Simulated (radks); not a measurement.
The numbers below are computed, except where a source is named.
Ionisation of the tellurium ion Te2+, [Kr] 4d10 5s2 5p2, to [Kr] 4d10 5s2 5p1 as the strength of local exchange is varied. Level of theory: scalar-relativistic Kohn-Sham, Slater X-alpha exchange (alpha = 2/3 is LDA exchange), no correlation, spin-polarised, spherical densities, point nucleus; open shells are filled with parallel spins first (spin-orbit coupling, left out, can overturn this in heavy ions) (a radial shooting solver on a logarithmic mesh with Libxc functionals).

| alpha | E(Te2+) (hartree) | exchange (hartree) | IE (eV) | -e of the level emptied (eV) | <r> of it (bohr) |
|---|---|---|---|---|---|
| 0.558 | -6756.15838 | -137.04585 | 25.270 | 20.815 (5p) | 2.402 |
| 0.658 | -6780.82163 | -162.16300 | 26.570 | 22.089 (5p) | 2.354 |
| 0.667 | -6783.04549 | -164.43183 | 26.689 | 22.205 (5p) | 2.350 |
| 0.781 | -6811.27390 | -193.28865 | 28.214 | 23.704 (5p) | 2.299 |
| 0.784 | -6812.01824 | -194.05100 | 28.254 | 23.744 (5p) | 2.297 |
| 0.968 | -6857.81719 | -241.09849 | 30.802 | 26.262 (5p) | 2.221 |
| 1.03 | -6873.31409 | -257.07989 | 31.685 | 27.136 (5p) | 2.197 |

NIST Atomic Spectra Database: 27.84 eV (measured). The Delta-SCF value meets it near alpha = 0.75. Open shells are spherical and high-spin; term and fine-structure splittings are not resolved. Spin-orbit splitting is averaged out at the scalar-relativistic level.
